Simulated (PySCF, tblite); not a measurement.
Isomers of C7H8NPS, one GFN2-xTB conformer each. Single-point energies are computed at PBE0/pcSseg-1 (PySCF, gas phase, no added dispersion term), electronic only.

```csv
SMILES,GFN2-xTB relative energy (kcal/mol)
C#Cc1pcc(N(C)C)s1,40.9
C=Cc1cpcc(SC)n1,19.6
C=C[P@H](=S)c1ccccn1,0.0
C=Cc1nc(SC)ccp1,20.0
C#Cc1pcsc1N(C)C,42.6
```

Conformers: `[CH2:1]=[CH:2][c:3]1[cH:4][p:5][cH:6][c:7]([S:8][CH3:9])[n:10]1` with C1–C2–C3–C4 180°, C6–C7–S8–C9 180°; `[CH2:1]=[CH:2][P@H:3](=[S:4])[c:5]1[cH:6][cH:7][cH:8][cH:9][n:10]1` with C1–C2–P3–S4 1°, C2–P3–C5–C6 122°; `[CH2:1]=[CH:2][c:3]1[n:4][c:5]([S:6][CH3:7])[cH:8][cH:9][p:10]1` with C1–C2–C3–N4 0°, N4–C5–S6–C7 0°.

Task: What does PBE0/pcSseg-1 give for the same structures?

Result: 
```csv
SMILES,PBE0/pcSseg-1 E (Eh),PBE0/pcSseg-1 (kcal/mol),GFN2-xTB (kcal/mol),point group
C=C[P@H](=S)c1ccccn1,-1065.11626,0.0,0.0,C1
C=Cc1cpcc(SC)n1,-1065.09483,13.4,19.6,Cs
C=Cc1nc(SC)ccp1,-1065.09268,14.8,20.0,Cs
C#Cc1pcc(N(C)C)s1,-1065.03528,50.8,40.9,C1
C#Cc1pcsc1N(C)C,-1065.03086,53.6,42.6,C1
```

Both levels put the same isomer lowest; measured from each level's own lowest isomer, the values differ by up to 11.0 kcal/mol (C#Cc1pcsc1N(C)C: 42.6 against 53.6). As drawn, the lowest has a C=C bond outside aromatic rings, which the highest lacks; the highest has a C≡C bond, which the lowest lacks. Neighbours under 2.5 kcal/mol apart (C=Cc1cpcc(SC)n1 and C=Cc1nc(SC)ccp1) can change places with a better method, another conformer or zero-point energy.

Task: Which frontier levels, dipoles and rotational constants go with these structures?

Result: 
```csv
SMILES,"HOMO (eV, PBE0/pcSseg-1)",LUMO (eV),dipole (D),"A, B, C (MHz)"
C=C[P@H](=S)c1ccccn1,-6.70,-1.56,4.41,"1871, 662.5, 546.1"
C=Cc1cpcc(SC)n1,-6.50,-2.21,1.58,"1174, 930.3, 520.6"
C=Cc1nc(SC)ccp1,-6.30,-1.95,0.91,"1385, 843.3, 525.8"
C#Cc1pcc(N(C)C)s1,-5.66,-1.56,4.38,"2166, 661.1, 510.6"
C#Cc1pcsc1N(C)C,-5.86,-1.13,3.35,"1229, 1080, 593.3"
```

Task: What happens when harmonic zero-point energies from GFN2-xTB frequencies are added?

Result: 
| SMILES | ZPE (kcal/mol) | electronic (kcal/mol) | with ZPE (kcal/mol) |
| --- | --- | --- | --- |
| C=C[P@H](=S)c1ccccn1 | 80.7 | 0.0 | 0.0 |
| C=Cc1cpcc(SC)n1 | 81.2 | 13.4 | 14.0 |
| C=Cc1nc(SC)ccp1 | 81.2 | 14.8 | 15.3 |
| C#Cc1pcc(N(C)C)s1 | 81.0 | 50.8 | 51.1 |
| C#Cc1pcsc1N(C)C | 81.0 | 53.6 | 53.9 |

The zero-point energies span 0.5 kcal/mol. The order is unchanged.
